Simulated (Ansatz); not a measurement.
Isolated molecules relaxed with PBE0-D4/def2-TZVP in Ansatz; ΔE leaves out vibrations. CCSD(T)/CBS adds triple-zeta CCSD(T) − MP2 to the extrapolated MP2 energy (def2 sets, frozen cores). This one scheme is used for every species. DFT in def2-TZVPP. Elements past krypton have def2 core potentials. For In outer-core shells are correlated without core-valence functions, which leaves a few kJ/mol of doubt a bond. One conformer a species, not always the lowest.

Reaction (ligand exchange at a B–O bond): `FB(Cl)[O][InH2]` + `O[SiH3]` → `FB(Cl)O[SiH3]` + `[OH][InH2]`

`FB(Cl)[O][InH2]`:

Cartesian coordinates in Å:
```
F -0.286 -1.034 -1.461
B -0.878 -1.012 -0.246
Cl -2.169 -2.194 -0.004
O -0.499 -0.159 0.677
In 0.994 1.195 0.373
H 0.352 2.658 -0.206
H 2.486 0.546 0.867
```

`O[SiH3]`:

Z-matrix (Å, degrees):
```
Si
O 1 1.648
H 1 1.489 2 111.7
H 1 1.489 2 111.7 3 120.9
H 1 1.481 2 105.9 3 -119.6
H 2 0.957 1 117.9 3 -60.5
```

`FB(Cl)O[SiH3]`:

Z-matrix (Å, degrees):
```
Si
O 1 1.661
H 1 1.482 2 110.5
H 1 1.480 2 107.4 3 120.6
H 1 1.480 2 107.3 3 -120.6
B 2 1.334 1 137.4 3 -1.6
Cl 6 1.754 2 120.6 1 180.0
F 6 1.325 2 121.7 1 -0.0
```

`[OH][InH2]`:

Z-matrix (Å, degrees):
```
In
O 1 1.991
H 1 1.715 2 114.8
H 1 1.705 2 111.5 3 -180.0
H 2 0.959 1 113.4 3 0.0
```

```json
{"level": "LDA (SPW92)", "ΔE (kJ/mol)": "18.4", "difference from CCSD(T)/CBS": "-6.0"}
{"level": "PBE-D4", "ΔE (kJ/mol)": "20.2", "difference from CCSD(T)/CBS": "-4.2"}
{"level": "revPBE-D4", "ΔE (kJ/mol)": "20.4", "difference from CCSD(T)/CBS": "-4.0"}
{"level": "BLYP-D4", "ΔE (kJ/mol)": "18.6", "difference from CCSD(T)/CBS": "-5.8"}
{"level": "r2SCAN-D4", "ΔE (kJ/mol)": "23.0", "difference from CCSD(T)/CBS": "-1.4"}
{"level": "B97M-V", "ΔE (kJ/mol)": "22.3", "difference from CCSD(T)/CBS": "-2.1"}
{"level": "PBE0-D4", "ΔE (kJ/mol)": "23.5", "difference from CCSD(T)/CBS": "-0.9"}
{"level": "r2SCANh-D4", "ΔE (kJ/mol)": "23.9", "difference from CCSD(T)/CBS": "-0.5"}
{"level": "r2SCAN0-D4", "ΔE (kJ/mol)": "25.0", "difference from CCSD(T)/CBS": "0.6"}
{"level": "BHLYP-D4", "ΔE (kJ/mol)": "24.9", "difference from CCSD(T)/CBS": "0.5"}
{"level": "CAM-B3LYP-D4", "ΔE (kJ/mol)": "22.1", "difference from CCSD(T)/CBS": "-2.3"}
{"level": "ωB97X-V", "ΔE (kJ/mol)": "24.0", "difference from CCSD(T)/CBS": "-0.4"}
{"level": "ωB97M-V", "ΔE (kJ/mol)": "24.2", "difference from CCSD(T)/CBS": "-0.2"}
{"level": "B2PLYP", "ΔE (kJ/mol)": "23.1", "difference from CCSD(T)/CBS": "-1.3"}
{"level": "PBE-QIDH", "ΔE (kJ/mol)": "25.8", "difference from CCSD(T)/CBS": "1.4"}
{"level": "PBE", "ΔE (kJ/mol)": "20.6", "difference from CCSD(T)/CBS": "-3.8"}
{"level": "revPBE", "ΔE (kJ/mol)": "21.3", "difference from CCSD(T)/CBS": "-3.1"}
{"level": "r2SCAN", "ΔE (kJ/mol)": "23.2", "difference from CCSD(T)/CBS": "-1.2"}
{"level": "PBE0", "ΔE (kJ/mol)": "23.8", "difference from CCSD(T)/CBS": "-0.6"}
{"level": "r2SCANh", "ΔE (kJ/mol)": "24.1", "difference from CCSD(T)/CBS": "-0.3"}
{"level": "r2SCAN0", "ΔE (kJ/mol)": "25.2", "difference from CCSD(T)/CBS": "0.8"}
{"level": "BHLYP", "ΔE (kJ/mol)": "24.7", "difference from CCSD(T)/CBS": "0.3"}
{"level": "CAM-B3LYP", "ΔE (kJ/mol)": "22.4", "difference from CCSD(T)/CBS": "-2.0"}
{"level": "LC-ωPBE", "ΔE (kJ/mol)": "24.7", "difference from CCSD(T)/CBS": "0.3"}
{"level": "RPA@PBE/def2-TZVPP", "ΔE (kJ/mol)": "25.8", "difference from CCSD(T)/CBS": "1.4"}
{"level": "HF/def2-SVP", "ΔE (kJ/mol)": "33.9", "difference from CCSD(T)/CBS": "9.5"}
{"level": "MP2/def2-SVP", "ΔE (kJ/mol)": "31.0", "difference from CCSD(T)/CBS": "6.6"}
{"level": "CCSD/def2-SVP", "ΔE (kJ/mol)": "30.4", "difference from CCSD(T)/CBS": "6.0"}
{"level": "CCSD(T)/def2-SVP", "ΔE (kJ/mol)": "29.5", "difference from CCSD(T)/CBS": "5.1"}
{"level": "HF/def2-TZVPP", "ΔE (kJ/mol)": "27.7", "difference from CCSD(T)/CBS": "3.3"}
{"level": "MP2/def2-TZVPP", "ΔE (kJ/mol)": "26.1", "difference from CCSD(T)/CBS": "1.7"}
{"level": "SCS-MP2/def2-TZVPP", "ΔE (kJ/mol)": "26.2", "difference from CCSD(T)/CBS": "1.8"}
{"level": "CCSD/def2-TZVPP", "ΔE (kJ/mol)": "26.5", "difference from CCSD(T)/CBS": "2.1"}
{"level": "CCSD(T)/def2-TZVPP", "ΔE (kJ/mol)": "26.1", "difference from CCSD(T)/CBS": "1.7"}
{"level": "HF/def2-QZVPP", "ΔE (kJ/mol)": "27.1", "difference from CCSD(T)/CBS": "2.7"}
{"level": "MP2/def2-QZVPP", "ΔE (kJ/mol)": "24.9", "difference from CCSD(T)/CBS": "0.5"}
{"level": "SCS-MP2/def2-QZVPP", "ΔE (kJ/mol)": "25.2", "difference from CCSD(T)/CBS": "0.8"}
{"level": "HF/CBS(def2)", "ΔE (kJ/mol)": "27.1", "difference from CCSD(T)/CBS": "2.7"}
{"level": "MP2/CBS(def2)", "ΔE (kJ/mol)": "24.4", "difference from CCSD(T)/CBS": "0.0"}
{"level": "CCSD/CBS(def2)", "ΔE (kJ/mol)": "24.7", "difference from CCSD(T)/CBS": "0.3"}
{"level": "CCSD(T)/CBS", "ΔE (kJ/mol)": "24.4", "difference from CCSD(T)/CBS": "0"}
```

Largest T1 diagnostic among the species: 0.017.

At CCSD(T), def2-SVP lies +5.1 kJ/mol from the extrapolated value and def2-TZVPP +1.7 kJ/mol. From PBE to PBE0 (25 % exact exchange), in def2-TZVPP and without D4, ΔE moves by +3.2 kJ/mol.

CCSD(T)/CBS has its own doubt, a few kJ/mol and more with outer-core shells, so smaller differences from it don't rank the levels.
